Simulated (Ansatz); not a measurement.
Total energies of CH3BClFSe (`C[Se]B(F)Cl`).

```
atom   x (Å)   y (Å)   z (Å)
  C1   0.439   1.250  -0.115
 Se2  -1.273   0.359   0.144
  B3  -0.708  -1.482   0.160
  F4  -1.629  -2.412   0.321
 Cl5   0.960  -1.991  -0.027
  H6   0.226   2.317  -0.140
  H7   1.104   1.022   0.714
  H8   0.881   0.935  -1.057
```

The species carries charge 0 and has multiplicity 1. Correlated methods include outer-core shells of Se, which these sets cover unevenly. Scalar relativity is left out up to krypton. The geometry is a stationary point of PBE0-D4/def2-TZVP. It is one conformer, not always the lowest. Basis def2-TZVPP, Ansatz.

RPA on PBE orbitals: Hartree–Fock energy of these orbitals -3023.22609 Eh, correlation -1.54065 Eh (frozen core).

```csv
functional,energy without D4 (Eh),D4 term (kJ/mol)
LC-ωPBE,-3026.01088,–
PBE-QIDH,-3025.53595,–
```

(1) Give the same for LDA (SPW92), PBE, revPBE, BLYP, r2SCAN, B97M-V, PBE0, B3LYP, r2SCANh, r2SCAN0, HSE06 (plane-wave form), BHLYP, CAM-B3LYP, ωB97X-V, ωB97M-V, B2PLYP. (Best estimate.)

B3LYP takes the VWN-RPA correlation (the form of Gaussian; ORCA's B3LYP/G). HSE06 is the plane-wave form, built on full-range PBE exchange. The double hybrids freeze the cores in their second-order part.

Results:

(1) Computed: 
```tsv
functional	energy without D4 (Eh)	D4 term (kJ/mol)
LDA (SPW92)	-3020.37685	–
PBE	-3025.82979	-20.2
revPBE	-3026.22913	-58.1
BLYP	-3026.55757	-44.6
r2SCAN	-3026.44770	-4.6
B97M-V	-3025.99011	–
PBE0	-3025.95511	-17.1
B3LYP	-3026.62284	-33.2
r2SCANh	-3026.43551	-5.0
r2SCAN0	-3026.41860	-5.6
HSE06 (plane-wave form)	-3025.94248	-16.0
BHLYP	-3026.48099	-26.7
CAM-B3LYP	-3026.64221	-17.5
ωB97X-V	-3026.22832	–
ωB97M-V	-3026.35594	–
B2PLYP	-3025.94655	–
```

LC-ωPBE has ω = 0.4 bohr⁻¹.
